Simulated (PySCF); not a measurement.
# Two-component Hartree-Fock for Sb²¹⁺ (antimony, charge +21)

Start: [Ar] 3d10 4s2. Calculated with PySCF 2.14 in an uncontracted even-tempered set (20 s from 0.57 bohr⁻², ratio 2.6; 15 p from 0.74 bohr⁻², ratio 2.6; 10 d from 0.74 bohr⁻², ratio 2.6; 6 f from 0.76 bohr⁻², ratio 2.8): generalised Hartree-Fock with the X2C-1e Hamiltonian and a Gaussian nucleus; spin-orbit coupling (SO) screened by Boettger's factors.

```
spinor shell  electrons  ε, screened SO (eV)  weight of nominal j (screened SO)  rms radius, screened SO (bohr)
       1s1/2          2             -31265.5                              1.000                          0.0325
       2s1/2          2              -5367.7                              1.000                           0.132
       2p1/2          2              -5051.6                              1.000                           0.115
       2p3/2          4              -4796.5                              1.000                           0.120
       3s1/2          2              -1550.8                              1.000                           0.347
       3p1/2          2              -1419.4                              1.000                           0.340
       3d3/2          4              -1144.7                              1.000                           0.321
       3d5/2          6              -1134.4                              1.000                           0.324
       4s1/2          2              -656.73                              1.000                           0.743
```

Where does 3p3/2 lie, and what is the 3p spin-orbit splitting (screened SO)?

At -1369.4 eV, 49.967 eV above 3p1/2.

| quantity | screened SO |
| --- | --- |
| E (hartree) | -6288.89061 |
| M_J | 0 |
| ⟨J²⟩ | 0.000 |
| ⟨L²⟩ | 0.013 |
| ⟨S²⟩ | 0.013 |

Breit and QED terms are absent; they matter most for the inner s and p1/2 levels.

Densities and radii are taken from the X2C orbitals without a picture-change correction, which distorts them close to the nucleus.
